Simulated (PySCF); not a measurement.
**A thermochemical cycle for Sn2**

PBE in PySCF with def2-SVP on every atom (core potentials on Sn), for the lowest determinant that a PBE0 search found; no spin–orbit coupling. Sn2, a triplet (π ↑↑), has De = 2.62 eV to neutral atoms, and Sn₂⁺, a quartet (σ ↑, π ↑↑), has De = 3.01 eV to Sn⁺ + Sn.

The adiabatic ionisation energy of Sn2, between the minima, is 6.87 eV.

Which ionisation energy of the Sn atom does this level give?

IE(Sn) = IE(molecule) + De(ion) − De(neutral) = 6.87 + 3.01 − 2.62 = 7.26 eV; the measured value is 7.344 eV (NIST ASD).

Spin–orbit coupling is left out, which matters for elements this heavy, above all for dissociation energies. States were picked by a PBE0 search and need not be the measured ground states.
